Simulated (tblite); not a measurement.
COS, charge +1, doublet, at a GFN2-xTB geometry (a state made from the parent by changing its charge; the spin is typed, not shown lowest); GFN1-xTB (tblite).

tblite was given this input:
```
$ tblite run mol.xyz --method gfn1 --charge 1 --spin 1 --json tblite.json --no-restart

# file mol.xyz
3

O     -0.00000000    -0.00000000    -1.68366881
C     -0.00000000    -0.00000000    -0.55245407
S      0.00000000     0.00000000     1.04900468
```

### Question
Write the output that tblite gives for this input, abridged.

### Answer

```
xTB calculator
 | screened Coulomb repulsion
 | Coulomb electrostatics
 |  * isotropic Klopman-Ohno-Mataga-Nishimoto electrostatics
 |  * onsite third-order electrostatics
 | DFT-D3(BJ) dispersion correction

halogen bonding energy    0.0000000000000E+00 Eh
repulsion energy          1.0366227680745E-01 Eh
dispersion energy        -6.0098219095140E-04 Eh
number of electrons       1.5000000000000E+01 e
integral cutoff           1.9487547202114E+01 bohr

------------------------------------------------------------
  cycle        total energy    energy error   density error
------------------------------------------------------------
      1     -9.532152828504  -9.6352141E+00   6.4777135E-01
      2     -9.772101042217  -2.3994821E-01   4.1806260E-01
      3     -9.834290304195  -6.2189262E-02   1.7726947E-01
      4     -9.828833582271   5.4567219E-03   1.0794133E-01
      5     -9.837241169992  -8.4075877E-03   2.9827541E-02
      6     -9.838076123379  -8.3495339E-04   1.9277915E-03
      7     -9.838078931275  -2.8078961E-06   6.5868984E-04
      8     -9.838079286441  -3.5516639E-07   4.8536548E-05
      9     -9.838079288409  -1.9675106E-09   6.3724191E-07
------------------------------------------------------------

electronic energy        -9.9411405830253E+00 Eh
total energy             -9.8380792884088E+00 Eh

Post processing:
 | Mayer-Wiberg bond orders

[Info] JSON dump of results written to 'tblite.json'
```
